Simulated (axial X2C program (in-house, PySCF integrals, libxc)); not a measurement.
Low determinants of NaSn⁻ at the PBE0 level, with spin–orbit coupling

Computed with an axial X2C code built on PySCF integrals. Two-component (2c) means X2C with spin–orbit coupling and atomic mean-field two-electron Coulomb and Gaunt terms. Basis: Sn dyall-acv3z [12s13p10d5f1g], Na dyall-av3z [10s9p5d2f] (cores contracted in-house); Gaussian nuclei, density fitting, unrestricted open shells. Masses: Sn 119.902 u, Na 22.990 u.

Search at 3.101 Å (vertical energies from the lowest determinant):

```
ΔE (eV)  state  electrons beyond evenly filled partner blocks  electrons in ±ω = 1/2, 3/2, 5/2, 7/2
   0.00  Ω = 1                              ω = -1/2, ω = 3/2                             41 17 4 0
   0.33  Ω = 2                               ω = 1/2, ω = 3/2                             41 17 4 0
   0.54  Ω = 0                                           none                             42 16 4 0
   0.83  Ω = 1                                    2 × ω = 1/2                             42 16 4 0
   0.84  Ω = 0                          3 × ω = 1/2, ω = -3/2                             41 17 4 0
   0.95  Ω = 0                                           none                             40 18 4 0
   1.18  Ω = 3                                    2 × ω = 3/2                             40 18 4 0
```

Lowest determinant, Ω = 1 (⟨Sz⟩ = 0.98, ⟨Lz⟩ = 0.02 at PBE0): Re = 3.093 Å, ωe = 143.2 cm⁻¹.

The determinant in row 2 of the search, Ω = 2 (⟨Sz⟩ = 1.97, ⟨Lz⟩ = 0.03 at PBE0), was followed along the bond at PBE0; measured from the minimum of the lowest determinant it gives:

Te = 0.322 eV (2595 cm⁻¹), Re = 3.202 Å, ωe = 118.6 cm⁻¹.

**Question.** Compare the bond of the determinant in row 2 with that of the lowest one.

**Answer.** At PBE0 its Re is 0.109 Å longer and its force constant, which goes as ωe², is 0.69 times that of the lowest determinant. T0 ≈ Te + Δωe/2 = 2595 + (-12) = 2583 cm⁻¹.

The search compares states at one distance, so a state with another bond length can lie lower; it is not exhaustive and yields mostly the lowest determinant of each block pattern, so other components and higher states of one pattern are missing. These are energies of single determinants, not of spin-adapted states; PBE0 term energies can be off by some tenths of an eV, and the functional has no current term. Open-shell Ω = 0 determinants with evenly filled partner blocks cannot be reached by this program, so the Ω shown need not be the lowest component. The lowest determinant need not be the ground state where others lie within half an eV. For an anion, determinants above electron detachment are held by the basis set. The highest occupied level of some functionals is positive through self-interaction error; at Hartree–Fock it is bound. Row 1 has a positive highest level at its minimum. Row 2 has a positive highest level at its minimum.
